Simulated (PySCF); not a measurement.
Al(OMe)(PH2)2 (CH₇AlOP₂), SMILES [PH2][Al]([O]C)[PH2].

Geometry optimised at PBE0-D3(BJ)/def2-SVP. Other conformers were not sampled.

Two levels are set side by side: PBE/def2-TZVP (PySCF) and B3LYP/def2-TZVP (PySCF). Same geometry, gas phase. Differences are taken from unrounded values.

```csv
quantity,PBE
orbital gap (eV),4.24
highest occupied level (eV),-5.85
lowest empty level (eV),-1.61
dipole moment (D),1.39
mean polarisability (bohr³),103.1
```

### Question
These are the PBE values. What does B3LYP give? (An estimate is asked for; the answer gives what the named calculation found.)

### Answer

```json
[
 {"quantity": "orbital gap (eV)", "B3LYP": "5.63", "PBE minus B3LYP": "-1.39"},
 {"quantity": "highest occupied level (eV)", "B3LYP": "-6.67", "PBE minus B3LYP": "0.82"},
 {"quantity": "lowest empty level (eV)", "B3LYP": "-1.04", "PBE minus B3LYP": "-0.57"},
 {"quantity": "dipole moment (D)", "B3LYP": "1.39", "PBE minus B3LYP": "0.00"},
 {"quantity": "mean polarisability (bohr³)", "B3LYP": "99.7", "PBE minus B3LYP": "3.4"}
]
```

Without exact exchange PBE keeps part of each electron's self-repulsion, which lifts occupied levels and narrows the gap. PBE's more diffuse valence density responds more strongly to a field. Differences between two approximate levels are no errors against the true value.

Rough cost on one machine, each run with all the roots and properties that it gave: B3LYP against PBE within a factor of 2.
